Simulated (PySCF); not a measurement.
HF6NSi2, SMILES F[Si](F)(F)N[Si](F)(F)F, PBE0/def2-SVP optimised geometry.

```
10

Si     0.75    -1.28     0.00
F      0.28    -2.12    -1.28
F      2.35    -1.28     0.00
F      0.20    -2.04     1.29
N      0.21     0.33     0.00
Si    -1.29     0.95     0.54
F     -1.78     2.12    -0.43
F     -1.23     1.58     2.01
F     -2.35    -0.24     0.56
H      0.87     1.01    -0.37
```

Density from PBE0/def2-TZVP run with PySCF at that geometry.

Minimum of the electron density along straight lines between bonded atoms, close to the bond critical point (lines longer than 1.1 times the sum of covalent radii, or with two minima, are not listed):

```tsv
bond	length / Å	ρ at the minimum / e bohr⁻³	∇²ρ there / e bohr⁻⁵	position (fraction from the first atom)
Si1–F2	1.596	0.143	0.99	0.42
Si1–F3	1.596	0.142	0.99	0.42
Si1–F4	1.594	0.143	1.00	0.42
Si1–N5	1.705	0.140	0.57	0.40
N5–Si6	1.703	0.141	0.57	0.60
Si6–F7	1.596	0.143	0.99	0.42
Si6–F8	1.596	0.143	0.99	0.42
Si6–F9	1.595	0.143	0.99	0.42
N5–H10	1.018	(withheld)	(withheld)	0.74
```

Task: What belongs in the gaps?

Result: 
- N5–H10, ρ at the minimum / e bohr⁻³: 0.323
- N5–H10, ∇²ρ there / e bohr⁻⁵: -1.60
